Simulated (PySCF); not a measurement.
Molfile (atoms numbered from 1):
```
C6H16O2Si
     RDKit          3D

 25 24  0  0  0  0  0  0  0  0999 V2000
    3.1232    1.2339   -0.1509 C   0  0  0  0  0  0  0  0  0  0  0  0
    2.3217   -0.0465   -0.1026 C   0  0  0  0  0  0  0  0  0  0  0  0
    0.9813    0.2492    0.1800 O   0  0  0  0  0  0  0  0  0  0  0  0
   -0.2642   -0.8514    0.3515 Si  0  0  0  0  0  4  0  0  0  0  0  0
   -0.1005   -1.8227    1.9292 C   0  0  0  0  0  0  0  0  0  0  0  0
   -0.3367   -1.9525   -1.1590 C   0  0  0  0  0  0  0  0  0  0  0  0
   -1.6412    0.0610    0.4978 O   0  0  0  0  0  0  0  0  0  0  0  0
   -2.0461    1.0581   -0.4082 C   0  0  0  0  0  0  0  0  0  0  0  0
   -3.1761    1.8579    0.1971 C   0  0  0  0  0  0  0  0  0  0  0  0
    4.1812    1.0283   -0.3740 H   0  0  0  0  0  0  0  0  0  0  0  0
    3.0630    1.7587    0.8142 H   0  0  0  0  0  0  0  0  0  0  0  0
    2.7253    1.9047   -0.9270 H   0  0  0  0  0  0  0  0  0  0  0  0
    2.4098   -0.5815   -1.0690 H   0  0  0  0  0  0  0  0  0  0  0  0
    2.7443   -0.7209    0.6691 H   0  0  0  0  0  0  0  0  0  0  0  0
    0.8355   -2.4024    1.9503 H   0  0  0  0  0  0  0  0  0  0  0  0
   -0.9384   -2.5278    2.0431 H   0  0  0  0  0  0  0  0  0  0  0  0
   -0.1064   -1.1433    2.7949 H   0  0  0  0  0  0  0  0  0  0  0  0
    0.5507   -2.6017   -1.2307 H   0  0  0  0  0  0  0  0  0  0  0  0
   -0.3916   -1.3569   -2.0838 H   0  0  0  0  0  0  0  0  0  0  0  0
   -1.2237   -2.6041   -1.1203 H   0  0  0  0  0  0  0  0  0  0  0  0
   -2.3781    0.5984   -1.3600 H   0  0  0  0  0  0  0  0  0  0  0  0
   -1.1952    1.7209   -0.6509 H   0  0  0  0  0  0  0  0  0  0  0  0
   -2.8499    2.3283    1.1367 H   0  0  0  0  0  0  0  0  0  0  0  0
   -4.0324    1.2050    0.4237 H   0  0  0  0  0  0  0  0  0  0  0  0
   -3.5110    2.6478   -0.4924 H   0  0  0  0  0  0  0  0  0  0  0  0
  1  2  1  0
  2  3  1  0
  3  4  1  0
  4  5  1  0
  4  6  1  0
  4  7  1  0
  7  8  1  0
  8  9  1  0
  1 10  1  0
  1 11  1  0
  1 12  1  0
  2 13  1  0
  2 14  1  0
  5 15  1  0
  5 16  1  0
  5 17  1  0
  6 18  1  0
  6 19  1  0
  6 20  1  0
  8 21  1  0
  8 22  1  0
  9 23  1  0
  9 24  1  0
  9 25  1  0
M  END
```

PySCF 2.14 calculation with shieldings: GIAO PBE0/pcSseg-1 and geometry from PBE0-D3(BJ)/def2-SVP; fast rotation and ring inversion assumed for equivalent nuclei, one computed conformer, non-relativistic Hamiltonian, isolated molecule.

δ = σ(ref) − σ, references computed at the same level: ¹³C (σ = 184.41 ppm), ¹H (σ = 31.27 ppm), ²⁹Si (σ = 351.99 ppm) vs TMS; H2O for ¹⁷O (σ = 334.56 ppm).

```csv
atoms,nucleus,count,δ (ppm)
C1/C9,¹³C,2,20.2
C5/C6,¹³C,2,-3.9
C2/C8,¹³C,2,59.0
H15/H16/H17/H18/H19/H20,¹H,6,0.06
H13/H14/H21/H22,¹H,4,3.62
Si4,²⁹Si,1,?
H10/H11/H12/H23/H24/H25,¹H,6,?
O3/O7,¹⁷O,2,64.6
```

Q: Complete the table.

A: 
- H10/H11/H12/H23/H24/H25: 1.24 ppm, hydrogen on a methyl carbon
- Si4: 1.0 ppm, silicon bonded to 2 C, 2 O

Shifts are as computed. Against solution values, carbons near 30 ppm lie about +2 ppm off and those near 130 ppm about +5 ppm. Of 1211 compounds with measured shifts, 218 miss one by over three times the rms of a fit or turn the order of signals round; such compounds aren't used in these exercises. Experimental scales use liquid or dissolved standards, which lie at an offset from isolated H2O (liquid H2O: subtract about 36 ppm).
